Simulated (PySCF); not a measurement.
**Assigning NMR signals**

Atoms are numbered as in `[CH2:1]=[N:2][Si@:3]([OH:4])([NH:5][CH3:6])[N:7]([CH3:8])[CH3:9]`. Each H is labelled by its parent atom. Ha(C1) is cis to Si3; Hb(C1) is trans to Si3.

[PySCF: geometry: GFN2-xTB; GIAO PBE0/pcSseg-1 shieldings; no relativistic terms; one conformer; in vacuum; one averaged value for each set of equivalent atoms]

δ = σ(ref) − σ, references computed at the same level: TMS for 13C (σref 186.93) and 1H (σref 31.72).

Problem. Assign these signals to the numbered atoms. 13C{1H} NMR (computed): δ 168.6 (CH2), 39.3 (CH3), 30.2 (CH3).

Solution. 
168.6 → C1, C=N carbon
39.3 → C8/C9, methyl carbon bonded to N: the inductive effect lowers its shielding
30.2 → C6, methyl carbon bonded to N

Problem. Assign these signals to the numbered atoms. 1H NMR (500 MHz, computed): δ 8.63 (d, 1H), 8.43 (d, 1H), 2.73 (s, 6H), 2.56 (s, 3H), 1.52 (br s, 1H), 0.25 (br s, 1H).

Solution. 
| δ (ppm) | atoms | environment | reason |
| --- | --- | --- | --- |
| 8.63 | Ha(C1) | hydrogen on a C=N carbon | – |
| 8.43 | Hb(C1) | hydrogen on a C=N carbon | – |
| 2.73 | H(C8)/H(C9) | hydrogen on a methyl carbon bonded to N | its carbon carries N, an electronegative neighbour |
| 2.56 | H(C6) | hydrogen on a methyl carbon bonded to N | – |
| 1.52 | H(O4) | hydrogen on an oxygen bonded to Si | labile proton, position sensitive to the medium |
| 0.25 | H(N5) | hydrogen on a nitrogen bonded to C, Si | exchangeable, gas-phase position |

Exchangeable OH/NH protons stand at their gas-phase positions; hydrogen bonding in a real sample shifts them, mostly to higher δ. Shifts are as computed. Against solution values, carbons near 30 ppm lie about +3 ppm off and those near 130 ppm about +5 ppm. Of 1309 compounds with measured shifts, 239 miss one by over three times the rms of a fit or turn the order of signals round; such compounds aren't used in these exercises. No couplings were computed; multiplicities are counted from neighbouring protons, with m where these are inequivalent, close in shift, in a saturated or five-membered ring or joined by F or P, and br s for small geminal =CH2 splittings.
